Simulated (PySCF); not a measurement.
# Electronic structure of K (potassium, neutral) at the UHF level

Configuration: [Ar] 4s1, 2S determinant. Calculation: PySCF 2.14, in x2c-SVPall (5s3p2d, 24 functions); scalar relativity by spin-free X2C-1e.

* Total energy: -601.361257 hartree
* One-electron energy: -826.7176 hartree
* Hartree (Coulomb) energy: 258.2252 hartree
* Exchange energy: -32.8688 hartree
* ⟨S²⟩: 0.7502
* ⟨L²⟩: 0.000
* Sum of ⟨r⟩: 19.45 bohr
* Sum of ⟨r²⟩: 51.48 bohr²
* Langevin diamagnetic susceptibility: -40.8 ×10⁻⁶ cm³/mol
* Time after the integrals: 0.04 s of wall time on 1 thread of Neoverse-V2 (shared host)

```csv
shell,electrons,mean orbital energy (eV),"rms radius, mean of both spins (bohr)"
1s α,1,-3649.7,0.0938
1s β,1,-3649.7,0.0938
2s α,1,-397.32,0.418
2s β,1,-397.27,0.418
2p α,3,-313.66,0.388
2p β,3,-313.64,0.388
3s α,1,-48.027,1.37
3s β,1,-47.869,1.37
3p α,3,-26.012,1.56
3p β,3,-25.942,1.56
4s α,1,-4.003,5.64
```

Densities and radii are taken from the X2C orbitals without a picture-change correction, which distorts them close to the nucleus.
